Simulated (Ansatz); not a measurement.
Cartesian coordinates in Å:
```
Cl -1.5659 -1.4783 -0.7574
B -0.4291 -0.6674 0.2823
Cl -0.1826 -1.2417 1.9071
B 0.4290 0.6676 -0.2821
Cl 1.9722 0.4497 -1.0579
Cl -0.2237 2.2702 -0.0920
```

Charge 0, multiplicity 1.

(1) List the PBE/def2-TZVPP orbital energies in eV (Ansatz). (Best estimate.)

Results:

(1) Ansatz gave: Occupied: -2739.70, -2739.70, -2739.70, -2739.70, -250.28, -250.28, -250.28, -250.28, -190.97, -190.97, -190.97, -190.97, -190.85, -190.85, -190.85, -190.85, -190.78, -190.78, -190.78, -190.78, -179.51, -179.50, -22.00, -21.76, -21.01, -21.01, -13.67, -12.41, -11.00, -10.99, -10.75, -9.55, -9.55, -8.87, -8.53, -8.37, -7.99, -7.99, -7.12. Lowest empty: -2.88, -2.87, 0.33, 0.56, 1.10, 1.93, 2.19, 2.20.
